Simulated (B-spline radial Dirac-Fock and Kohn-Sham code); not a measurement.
**How the binding energies of Re⁶⁺ add up**

System: rhenium as Re⁶⁺, [Xe] 4f14 5d1; nuclear rms radius 5.3698 fm (A = 187).

The computed values come from a radial atomic solver: Dirac-Fock (average of configuration) total-energy differences with a finite nucleus, the Breit interaction including its frequency dependence, and self-energy and vacuum-polarisation corrections. The model has no electron correlation. Energies are counted from the vacuum level.

All terms are in eV, carry their sign (relaxation lowers the binding energy) and add up to the binding energy; ⟨r⟩ is the mean radius of the orbital in the initial state.

```
  subshell  −ε (Koopmans)  relaxation    Gaunt  retardation      QED  binding energy  ⟨r⟩ (bohr)
    K (1s)        72217.5      -86.15  -263.74        24.14  -125.70         71766.0       0.018
   L1 (2s)        12724.7      -50.47   -28.94         2.05   -18.48         12628.9       0.076
L2 (2p1/2)        12152.5      -55.01   -49.82         5.31    -0.04         12053.0       0.063
L3 (2p3/2)        10710.0      -51.80   -34.08         7.27    -1.83         10629.5       0.071
   M1 (3s)         3069.3      -27.38    -5.19         0.32    -4.27          3032.7       0.196
M2 (3p1/2)         2815.1      -28.43    -9.22         0.86    -0.11          2778.2       0.187
M3 (3p3/2)         2497.1      -26.72    -6.00         1.36    -0.46          2465.3       0.202
M4 (3d3/2)         2076.1      -29.48    -3.95         0.35     0.33          2043.4       0.177
M5 (3d5/2)         2007.8      -28.86    -2.65         0.38     0.14          1976.8       0.181
   N1 (4s)          735.9       -9.85    -1.06         0.07    -1.03           724.0       0.441
N2 (4p1/2)          628.8       -9.69    -1.91         0.18    -0.01           617.3       0.446
N3 (4p3/2)          553.8       -8.59    -1.13         0.29    -0.09           544.3       0.477
N4 (4d3/2)          377.7       -8.29    -0.52         0.04     0.08           369.0       0.494
N5 (4d5/2)          363.6       -7.93    -0.25         0.05     0.04           355.5       0.505
N6 (4f5/2)          140.1       -7.01     0.14        -0.04     0.05           133.2       0.564
N7 (4f7/2)          137.4       -6.82     0.24        -0.04     0.04           130.8       0.572
   O1 (5s)          176.9       -1.21    -0.17         0.01    -0.19           175.3       1.029
O2 (5p1/2)          140.1       -1.08    -0.28         0.02     0.01           138.8       1.108
O3 (5p3/2)          127.6       -0.87    -0.15         0.04    -0.01           126.6       1.187
 O4,5 (5d)          81.16       -0.38    -0.01         0.00     0.01           80.78       1.493
```

For the deepest level, K (1s), the Breit terms make up -0.334 % of the binding energy, QED -0.175 % and orbital relaxation -0.120 %.

Spin-orbit splittings: 2p 1423.4 eV, 3p 313.0 eV, 3d 66.59 eV, 4p 73.04 eV, 4d 13.48 eV, 4f 2.40 eV, 5p 12.11 eV.

Going to the tabulated ground configuration of the next ion removes an electron from O4,5 (5d), computed at 80.78 eV. NIST lists 82.71 ± 0.05 eV as the ionisation energy of this species (semi-empirical), +1.93 eV from the computed value. Where a p, d or f shell is open in either ion the computed value averages over both j values and all terms, while the table refers to the lowest levels; that difference holds spin-orbit splitting (largest in heavy or highly charged ions), term energies where several electrons share open shells, and correlation, and it can reach 10 % or more.
